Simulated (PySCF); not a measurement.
Two species compared at the same levels of theory.

First species: C₇H₁₀N₄.
Cartesian coordinates in Å at the GFN2-xTB level; atoms count from 1:
```
atom  x, y, z in Å
C1    -3.4186   -0.1122    0.2967
C2    -1.9296   -0.4081    0.4058
C3    -1.1582    0.2219   -0.7573
N4     0.2401   -0.0947   -0.6865
N5     0.8058   -0.9795   -1.4797
N6     2.0470   -1.0938   -1.1758
C7     2.3445   -0.2775   -0.1522
C8     3.6935   -0.1733    0.4488
C9     1.1659    0.3915    0.1905
C10    0.8973    1.3483    1.1680
N11    0.6881    2.1349    1.9776
H12   -3.9535   -0.5762    1.1210
H13   -3.5979    0.9599    0.3306
H14   -3.8187   -0.5015   -0.6366
H15   -1.7641   -1.4876    0.3960
H16   -1.5449   -0.0123    1.3490
H17   -1.2806    1.3097   -0.7418
H18   -1.5197   -0.1709   -1.7105
H19    3.7492   -0.7803    1.3530
H20    4.4314   -0.5395   -0.2595
H21    3.9141    0.8581    0.7173
```

Second species: C₇H₁₂N₂S.
SMILES: `Cc1nnc(C(C)(C)C)s1`

Levels: PBE0/pcSseg-1 for dipole moment, HOMO energy, LUMO energy and HOMO–LUMO gap; GFN2-xTB for rotational constant A and rotational constant C. Geometries: GFN2-xTB. Each structure is a single optimised conformer of the isolated species, non-relativistic unless stated. Electronic properties by PySCF.

The conformers computed, where there is a choice (atom-mapped SMILES and torsion angles):
- `[CH3:1][CH2:2][CH2:3][n:4]1[n:5][n:6][c:7]([CH3:8])[c:9]1[C:10]#[N:11]`: C1–C2–C3–N4 -178°, C2–C3–N4–N5 105°
- `[CH3:1][c:2]1[n:3][n:4][c:5]([C:6]([CH3:7])([CH3:8])[CH3:9])[s:10]1`: N4–C5–C6–C7 0°

(1) Which of the two has the higher HOMO–LUMO gap, and by how much?

(2) Which has the higher HOMO energy?

(3) Which has the higher LUMO energy?

(4) Which of the two has the higher rotational constant A, and by how much?

(5) Which has the higher rotational constant C?

(6) Which has the higher dipole moment?

## Answers

(1) The second: 6.47 eV against 6.28 eV, a difference of 0.19 eV.

(2) The second: -7.34 eV against -7.78 eV, a difference of 0.44 eV.

(3) The second: -0.87 eV against -1.50 eV, a difference of 0.63 eV.

(4) The second: 2.474 GHz against 1.818 GHz, a difference of 0.656 GHz.

(5) The second: 0.687 GHz against 0.590 GHz, a difference of 0.097 GHz.

(6) The second: 2.94 D against 1.61 D, a difference of 1.33 D.

On the first: In atomic units the dipole is 0.63 e·bohr (1 au = 2.5417 D).

On the second: The dipole equals about 9.8 × 10⁻³⁰ C·m (1 D = 3.33564 × 10⁻³⁰ C·m).
